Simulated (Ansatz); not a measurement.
Start from `N=C([SiH3])[SeH]` and change one element to get `N=C(O)[SiH3]`.

Ansatz, PBE0-D4/def2-TZVP geometries, multiplicity 1. Each molecule was computed in one conformer, which needn't be the lowest.

Scalar relativity is left out up to krypton.

```csv
property,`N=C([SiH3])[SeH]`
HOMO energy (PBE0/def2-TZVPP) / eV,-7.03
LUMO energy (PBE0/def2-TZVPP) / eV,-1.05
HOMO energy (ωB97M-V/def2-TZVPP) / eV,-9.15
size of the dipole moment (B3LYP/def2-TZVPP) / D,2.38
LUMO energy (ωB97M-V/def2-TZVPP) / eV,1.11
HOMO energy (PBE/def2-TZVPP) / eV,-5.95
```

Q: What does the change do to each property? (An estimate is asked.)

A: Ansatz gave: 
```
                                        property  `N=C(O)[SiH3]`  shift
              HOMO energy (PBE0/def2-TZVPP) / eV           -7.87  -0.84
              LUMO energy (PBE0/def2-TZVPP) / eV           -0.41   0.64
           HOMO energy (ωB97M-V/def2-TZVPP) / eV          -10.21  -1.06
size of the dipole moment (B3LYP/def2-TZVPP) / D            0.97  -1.41
           LUMO energy (ωB97M-V/def2-TZVPP) / eV            1.74   0.63
               HOMO energy (PBE/def2-TZVPP) / eV           -6.43  -0.48
```

With PBE0 the HOMO falls by 0.84 eV and the LUMO rises by 0.64 eV, so the gap widens by about 1.48 eV. PBE moves the HOMO by -0.48 eV and ωB97M-V by -1.06 eV. Dipoles are sizes alone; their direction can turn.

B3LYP here is the variant with VWN-RPA as its local correlation; programs differ in this.

Spin–orbit coupling is left out; it splits and shifts lone-pair levels of the heavy atoms by tenths of an eV.
